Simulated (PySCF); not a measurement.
C₄H₇BFO₂ (charge -1).
Numbering: `[F:1]/[CH:2]=[CH:3]\[BH-:4]1[O:5][CH2:6][CH2:7][O:8]1` (hydrogens: H9 on C2; H10 on C3; H11 on B4; H12, H13 on C6; H14, H15 on C7)

Cartesian coordinates in Å at the GFN2-xTB level; atoms count from 1:
```xyz
15
C4H7BFO2 angstrom
F      3.1540    1.5083   -0.7258
C      2.6835    0.4018   -0.0646
C      1.4203    0.0384   -0.0516
B      0.1177    0.7478   -0.7662
O     -0.9018    1.0830    0.3032
C     -1.7047   -0.0234    0.4694
C     -1.5105   -0.9233   -0.7829
O     -0.6043   -0.2882   -1.6027
H      3.5307   -0.0866    0.4217
H      1.2285   -0.8647    0.5220
H      0.3934    1.7104   -1.4166
H     -1.4379   -0.5892    1.3874
H     -2.7588    0.2919    0.5765
H     -2.4644   -1.0700   -1.3225
H     -1.1500   -1.9280   -0.4750
```

The closed-shell SCF was solved with PySCF and density fitting under several settings on one GFN2-xTB geometry (grid level 2 and gas phase unless stated).

| settings | basis functions | SCF cycles | E (Eh) | HOMO (eV) | LUMO (eV) |
| --- | --- | --- | --- | --- | --- |
| PBE0/pcSseg-1 | 171 | 14 | -431.3219 | -1.64 | 5.34 |
| OLYP/IGLO-II, grid level 4 | 218 | 17 | -431.8055 | -0.06 | 4.53 |

Task: Estimate the row for these settings: PBE0/IGLO-II, start guess sap.

Result: 
```
                     settings  basis functions  SCF cycles     E (Eh)  HOMO (eV)  LUMO (eV)
PBE0/IGLO-II, start guess sap              218          18  -431.4829      -1.67       5.27
```

Task: Over all rows, what range does the HOMO–LUMO gap span?

Result: From 4.59 eV (OLYP/IGLO-II, grid level 4) to 6.98 eV (PBE0/pcSseg-1). The functional of the narrowest has no exact exchange, that of the widest 25 % exact exchange.

Task: Compare two rows with the functional PBE0: PBE0/pcSseg-1 and PBE0/IGLO-II, start guess sap. Which energy is lower, and by how much?

Result: PBE0/IGLO-II, start guess sap (218 functions) lies 0.1610 Eh or 101 kcal/mol below PBE0/pcSseg-1 (171 functions).

Whole jobs, the steps after the SCF included, on one thread of an Arm Neoverse N1, on a shared host:

```csv
settings,work after the SCF,wall time,peak memory
PBE0/pcSseg-1,"shieldings, ring-centre shieldings, charges and field gradients",36 s,0.76 GiB
"OLYP/IGLO-II, grid level 4","spin–spin couplings from 13 perturbed nuclei, spin–dipole term for 2 of them",91 s,0.75 GiB
"PBE0/IGLO-II, start guess sap","shieldings, ring-centre shieldings, charges and field gradients",61 s,0.88 GiB
```

Cycle counts include a coarse-grid stage where the run had one.

One conformer stands for the species.
